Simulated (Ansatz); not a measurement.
Computed with Ansatz on PBE0-D4/def2-TZVP structures; ΔE is electronic, products minus reactants. CCSD(T)/CBS adds triple-zeta CCSD(T) − MP2 to the extrapolated MP2 energy (def2 sets, frozen cores). Double bonds are as drawn, so ΔE can hold a change between cis and trans. DFT in def2-TZVPP. B3LYP here is the variant with VWN-RPA as its local correlation; programs differ in this. Elements past krypton have def2 core potentials. For Sn outer-core shells are correlated without core-valence functions, which leaves a few kJ/mol of doubt a bond. One conformer a species, not always the lowest.

Consider the formal exchange of groups at the Sn–C bond: `[CH3][SnH2]/[CH]=C\F` + `C=C(F)B[SiH3]` → `[CH3][SnH2][BH][SiH3]` + `C=C(F)/C=C/F`.

| level | ΔE (kJ/mol) | difference from CCSD(T)/CBS |
| --- | --- | --- |
| PBE-D4 | 25.3 | -9.1 |
| r2SCAN-D4 | 26.7 | -7.7 |
| PBE0-D4 | 24.6 | -9.8 |
| B3LYP-D4 | 32.6 | -1.8 |
| ωB97X-V | 34.9 | 0.5 |
| ωB97M-V | 38.1 | 3.7 |
| B2PLYP | 36.0 | 1.6 |
| PBE | 25.1 | -9.3 |
| r2SCAN | 26.7 | -7.7 |
| PBE0 | 24.6 | -9.8 |
| B3LYP | 32.3 | -2.1 |
| HF/def2-TZVPP | 34.4 | 0.0 |
| MP2/def2-TZVPP | 37.8 | 3.4 |
| SCS-MP2/def2-TZVPP | 38.9 | 4.5 |
| CCSD/def2-TZVPP | 33.9 | -0.5 |
| CCSD(T)/def2-TZVPP | 35.1 | 0.7 |
| HF/def2-QZVPP | 34.5 | 0.1 |
| MP2/def2-QZVPP | 37.5 | 3.1 |
| SCS-MP2/def2-QZVPP | 38.6 | 4.2 |
| HF/CBS(def2) | 34.5 | 0.1 |
| MP2/CBS(def2) | 37.2 | 2.8 |
| CCSD/CBS(def2) | 33.2 | -1.2 |
| CCSD(T)/CBS | 34.4 | 0 |

Largest T1 diagnostic among the species: 0.013.
